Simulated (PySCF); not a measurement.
**Assignment exercise: C$_{7}$H$_{6}$**

Cartesian coordinates in Å; atom numbers follow the order of the lines, from 1:
```xyz
13

C    -1.5954    0.5967   -0.0845
C    -1.5099   -0.7823    0.1504
C    -0.2747   -1.4551    0.2457
C     0.8133   -0.6243    0.0853
C     0.7306    0.7056   -0.1415
C    -0.4520    1.4061   -0.2424
C     2.1007    0.1174   -0.0633
H    -2.5857    1.0556   -0.1471
H    -2.4365   -1.3514    0.2628
H    -0.2248   -2.5313    0.4292
H    -0.5351    2.4803   -0.4252
H     2.6935   -0.0026   -0.9827
H     2.7233    0.3074    0.8241
```

No relativistic terms, in vacuum, one conformer, averaged over atoms made equivalent by symmetry, fast rotation or ring inversion. Couplings computed with B3LYP/pcJ-1 (without the spin–dipole term); geometry from PBE0-D3(BJ)/def2-SVP; σ from GIAO-PBE0/pcSseg-1; PySCF 2.14.

δ = σ(ref) − σ, references computed at the same level: TMS for $^{13}$C (σ = 184.41 ppm), $^{1}$H (σ = 31.27 ppm).

Q: Assign these signals to the numbered atoms. $^{13}$C{$^{1}$H} NMR (computed): δ 134.7 (CH), 131.1 (C), 119.6 (CH), 20.6 (CH2).

A: 
134.7 → C1/C2, aromatic CH: the aromatic region
131.1 → C4/C5, substituted aromatic carbon
119.6 → C3/C6, aromatic CH
20.6 → C7, three-membered-ring carbon: carbons of three-membered rings are unusually shielded

Q: Assign these signals to the numbered atoms. $^{1}$H NMR (400 MHz, computed): δ 7.34 (m, 2H), 7.29 (m, 2H), 3.29 (s, 2H).

A: 
```tsv
δ (ppm)	atoms	environment	reason
7.34	H10/H11	hydrogen on an aromatic CH	ring-current deshielding
7.29	H8/H9	hydrogen on an aromatic CH	–
3.29	H12/H13	hydrogen on a three-membered-ring carbon	–
```

H10/H11 and H8/H9 lie closer than the usual error of such a calculation, so a measured spectrum could show them in the other order.

Multiplet labels drop couplings under 1 Hz and merge nearly equal ones. Couplings among chemically equivalent protons are left out too, so labels in AA′BB′ or AA′XX′ sets are apparent multiplicities. Unscaled 3J(H,H) at this level run about 10 % above measured values. Shifts are as computed. Against solution values, carbons near 30 ppm lie about +2 ppm off and those near 130 ppm about +5 ppm. Of 1211 compounds with measured shifts, 218 miss one by over three times the rms of a fit or turn the order of signals round; such compounds aren't used in these exercises.
